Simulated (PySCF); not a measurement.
Se(OH)2 (H₂O₂Se), SMILES [Se](O)O.

Geometry: B3LYP-D3(BJ)/def2-TZVP. One conformer was computed; it need not be the lowest.

Computed with B3LYP-D3(BJ)/def2-TZVP in PySCF.

Frequencies are harmonic and unscaled.

```json
[
 {"mode": "1", "ν (cm⁻¹)": "266", "IR (km/mol)": "2.1", "Raman (Å⁴/amu)": "3.8", "depolarisation": "0.71", "moving atoms (share of kinetic energy)": "O 79 %, Se 15 %"},
 {"mode": "2", "ν (cm⁻¹)": "413", "IR (km/mol)": "63.4", "Raman (Å⁴/amu)": "1.8", "depolarisation": "0.75", "moving atoms (share of kinetic energy)": "H 91 %, O 9 %"},
 {"mode": "3", "ν (cm⁻¹)": "493", "IR (km/mol)": "110.7", "Raman (Å⁴/amu)": "3.1", "depolarisation": "0.74", "moving atoms (share of kinetic energy)": "H 90 %, O 9 %"},
 {"mode": "4", "ν (cm⁻¹)": "641", "IR (km/mol)": "131.5", "Raman (Å⁴/amu)": "9.1", "depolarisation": "0.75", "moving atoms (share of kinetic energy)": "O 77 %, Se 20 %"},
 {"mode": "5", "ν (cm⁻¹)": "673", "IR (km/mol)": "38.7", "Raman (Å⁴/amu)": "19.8", "depolarisation": "0.10", "moving atoms (share of kinetic energy)": "O 83 %, Se 15 %"},
 {"mode": "6", "ν (cm⁻¹)": "1091", "IR (km/mol)": "70.0", "Raman (Å⁴/amu)": "2.3", "depolarisation": "0.75", "moving atoms (share of kinetic energy)": "H 94 %"},
 {"mode": "7", "ν (cm⁻¹)": "1096", "IR (km/mol)": "35.6", "Raman (Å⁴/amu)": "3.1", "depolarisation": "0.73", "moving atoms (share of kinetic energy)": "H 94 %"},
 {"mode": "8", "ν (cm⁻¹)": "3772", "IR (km/mol)": "49.9", "Raman (Å⁴/amu)": "42.0", "depolarisation": "0.75", "moving atoms (share of kinetic energy)": "H 94 %"},
 {"mode": "9", "ν (cm⁻¹)": "3772", "IR (km/mol)": "95.0", "Raman (Å⁴/amu)": "95.6", "depolarisation": "0.09", "moving atoms (share of kinetic energy)": "H 94 %"}
]
```
